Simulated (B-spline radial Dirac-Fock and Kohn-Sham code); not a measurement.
## Conversion-electron coefficients: Cr, 13.4 keV

Z = 24 (chromium), transition energy 13.4 keV. These are calculated numbers from a B-spline atomic structure program; the model is a Dirac-Hartree-Slater potential of the neutral atom with a Latter tail (no hole, which puts coefficients of high multipoles low close above an edge), finite nucleus with surface currents. Subshells that would emit electrons below 1 keV are left out.

```
subshell  electron energy (keV)      E2        E4        E5        M2     M3
       K                   7.41     503    456000  1.37e+07       460  18700
      L1                  12.70    37.6     17600    122000      60.2   4170
      L2                  12.82    56.1  1.68e+06  1.79e+08      5.62    593
      L3                  12.83     102  2.99e+06  3.17e+08      15.2   4960
      M1                  13.33    5.26      2570     20500      8.81    641
      M2                  13.35    7.32    228000  2.49e+07     0.751   80.9
      M3                  13.35    13.3    405000  4.39e+07      2.04    682
      M4                  13.39  0.0120      3100    800000   0.00267   1.06
      M5                  13.39  0.0170      4380  1.11e+06  0.000600  0.849
      N1                  13.39   0.130      63.5       513     0.218   15.9
   total                            725  5.78e+06  5.80e+08       553  29800
```

**Question.** For a pure E5 transition, what fraction of decays emits a photon?

**Answer.** 1/(1 + α) = 1.73e-09 with the total α = 5.80e+08.
